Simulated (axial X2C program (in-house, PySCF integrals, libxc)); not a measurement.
RbCl⁺: cheaper levels and CCSD(T), with spin–orbit coupling

Calculated with an axial X2C code built on PySCF integrals. Two-component (2c) means X2C with spin–orbit coupling and atomic mean-field two-electron Coulomb and Gaunt terms. Basis: Rb dyall-cv3z [12s13p8d4f1g], Cl dyall-av3z [9s8p3d2f] (cores contracted in-house); Gaussian nuclei, density fitting, unrestricted open shells. Masses: Rb 84.912 u, Cl 34.969 u.

State: Ω = 3/2 (⟨Sz⟩ = 0.50, ⟨Lz⟩ = 1.00 at HF); fragments Rb+ + Cl.

```json
{"level": "PBE0", "Re (Å)": "3.437", "ωe (cm⁻¹)": "76.7", "De (eV)": "0.117"}
{"level": "HF", "Re (Å)": "3.609", "ωe (cm⁻¹)": "63.6", "De (eV)": "n/a"}
{"level": "MP2", "Re (Å)": "3.427", "ωe (cm⁻¹)": "80.0", "De (eV)": "0.177"}
{"level": "CCSD", "Re (Å)": "3.461", "ωe (cm⁻¹)": "77.0", "De (eV)": "0.180"}
{"level": "PBEsol", "Re (Å)": "3.364", "ωe (cm⁻¹)": "83.1", "De (eV)": "0.165"}
```

Correlated methods: 15 electrons correlated (number of frozen shells: Rb 3 s, 2 p, 1 d; Cl 2 s, 1 p), 261 virtual spin orbitals or spinors in MP2, 90 natural virtuals in coupled cluster.

CCSD(T), same Hamiltonian and basis:

Re = 3.448 Å, ωe = 78.3 cm⁻¹, De = 0.17 eV; T1 = 0.003 (Lee–Taylor normalisation).

Give the differences from CCSD(T) in the columns below.



```csv
level,ΔRe (Å),Δωe (cm⁻¹)
PBE0,-0.011,-1.6
HF,0.161,-14.7
MP2,-0.021,1.7
CCSD,0.013,-1.3
PBEsol,-0.084,4.8
```

The state is a single determinant with fixed occupations, the lowest that a limited PBE0 search found. Dissociation energies refer to the lowest single-determinant-based atoms at the same level and basis. Density functionals use the spin component along the axis (collinear). CCSD and (T) use frozen natural virtuals with an MP2 correction for the truncation; (T) itself is uncorrected, so its De runs slightly low. In 2c an atomic determinant is not the ground J level, so De misses part of the atomic spin–orbit lowering. This holds for PBE0, PBEsol. PBE0 can misorder states that lie within some tenths of an eV, so this need not be the ground state of the molecule. The nearest other 2c determinant of the search, Ω = 1/2, lies 0.07 eV up at the distance of the search. Without a current term, density functionals place determinants with orbital angular momentum somewhat too high. The atomic limit has a lower orbital projection than the molecule and lies lower at mean-field level, so De may be about a tenth of an eV too small. The bond is weak, and without diffuse functions and with truncated virtuals even CCSD(T) can be tens of per cent off in De.
